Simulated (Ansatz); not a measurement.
The first iterations of a band of BrCl$_{2}$H$_{2}$NZr (7 atoms, charge 0, multiplicity 1).

These are results of Ansatz 0.2.0, RKS PBE-D4/def2-SVP, not measurements.

* movable images: 9
* climbing image: yes
* spring: 5.0 eV/Å²
* optimiser: quadratic models (default)
* start path: through a guess of the saddle point
* force threshold: 0.05 eV/Å
* iteration limit: 43
* end points: relaxed

Initial state:

```xyz
7
Properties=species:S:1:pos:R:3
Zr 0.245 -0.205 0.648
Br 1.972 -1.964 0.221
N -0.446 0.362 -1.143
H -0.091 0.035 -2.051
Cl 1.120 1.702 1.721
Cl -1.594 -0.963 1.911
H -1.207 1.034 -1.306
```

Final state:

```xyz
7
Properties=species:S:1:pos:R:3
Zr 0.219 -0.170 0.669
Br 1.816 -2.080 0.325
N -0.466 0.391 -1.127
H 0.011 1.030 -1.774
Cl 1.396 1.661 1.560
Cl -1.641 -0.891 1.913
H -1.334 0.059 -1.567
```

| iteration | highest image above the first end (eV) | largest band force component (eV/Å) |
| --- | --- | --- |
| 1 | 2.949 | 11.591 |
| 2 | 1.918 | 1.695 |
| 3 | 1.298 | 1.424 |
| 4 | 0.916 | 1.187 |

Task: Does the band converge within its limit, and where does its top end?

Result: It converged. It ended after 13 iterations with the highest image 0.000 eV above the first end. The highest image is an end point: on this band no image between the ends rises above it.

Time of the run: 5.3 min on 2 threads of Arm Neoverse V2 (shared host), peak memory 0.19 GiB.
